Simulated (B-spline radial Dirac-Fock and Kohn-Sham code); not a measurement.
## Electron momentum distribution of Nb⁵⁺: Compton profiles

System: the Nb⁵⁺ ion, [Ar] 3d10 4s2 4p6.

Input of the calculation (task.json; shells as n, l, electrons):

```json
{"items": [{
  "Z": 41,
  "q": 5,
  "cfg": [[1, 0, 2], [2, 0, 2], [2, 1, 6], [3, 0, 2], [3, 1, 6], [3, 2, 10], [4, 0, 2], [4, 1, 6]],
  "A": 93,
  "rrms": 4.324,
  "do": ["scatter"],
  "s": [0.0, 0.1, 0.11, 0.13, 0.16, 0.18, 0.21, 0.24, 0.28, 0.33, 0.39, 0.45, 0.52, 0.61, 0.71, 0.82, 0.96, 1.12, 1.3, 1.51, 1.76, 2.05, 2.38],
  "pz": [0, 0.1, 0.2, 0.3, 0.4, 0.5, 0.6, 0.8, 1.0, 1.2, 1.4, 1.6, 1.8, 2.0, 2.5, 3.0, 4.0, 5.0, 7.0, 10.0, 15.0, 20.0, 30.0, 40.0, 60.0, 100.0],
  "hv_scatter": [1000, 2000, 5000, 17479.3, 20000, 30000, 50000, 100000]
}]}
```

Launch: `python xray_run.py task.json out`

Model: the impulse approximation on relativistic Hartree-Fock (Dirac-Fock) wave functions, averaged over the configuration. Program: a radial finite-basis atomic code. pz is in atomic units of momentum; subshell profiles are per electron, for a selection of subshells; open shells are spread over both j values by their weights.

```csv
pz,J total,J 1s1/2,J 2s1/2,J 4p1/2,J 4p3/2
0,4.906,0.0203,0.0740,0.294,0.299
0.2,4.870,0.0203,0.0740,0.293,0.299
0.3,4.824,0.0203,0.0739,0.293,0.298
0.4,4.758,0.0203,0.0738,0.291,0.296
0.5,4.672,0.0203,0.0736,0.288,0.293
0.6,4.566,0.0203,0.0734,0.284,0.288
0.8,4.298,0.0203,0.0730,0.267,0.270
1,3.972,0.0203,0.0724,0.240,0.241
1.2,3.617,0.0203,0.0717,0.205,0.205
1.4,3.265,0.0203,0.0709,0.167,0.165
1.6,2.944,0.0202,0.0699,0.129,0.126
1.8,2.669,0.0202,0.0689,0.0950,0.0916
2,2.444,0.0202,0.0677,0.0675,0.0643
2.5,2.065,0.0201,0.0644,0.0265,0.0248
3,1.831,0.0200,0.0607,0.0130,0.0127
4,1.457,0.0198,0.0521,0.0105,0.0107
5,1.112,0.0195,0.0431,0.00843,0.00830
7,0.6366,0.0187,0.0264,0.00249,0.00229
10,0.3230,0.0171,0.0102,0.000443,0.000444
15,0.1364,0.0140,0.00226,0.000351,0.000354
20,0.06669,0.0108,0.00173,0.000180,0.000171
30,0.02147,0.00576,0.00125,3.24e-05,2.84e-05
40,0.008684,0.00290,0.000602,6.70e-06,5.48e-06
60,0.001946,0.000760,0.000129,< 1e-6,< 1e-6
100,0.0002068,8.72e-05,1.19e-05,< 1e-6,< 1e-6
```

J(0) = 4.906. The 4p3/2 subshell gives the largest part, 24 %.

Mean momentum ⟨p⟩ by subshell (a.u.): 1s1/2 36.4, 2s1/2 12.7, 2p1/2 17.0, 2p3/2 16.5, 3s1/2 5.80, 3p1/2 6.91, 3p3/2 6.75, 3d3/2 7.84, 3d5/2 7.78, 4s1/2 2.42, 4p1/2 2.65, 4p3/2 2.60.
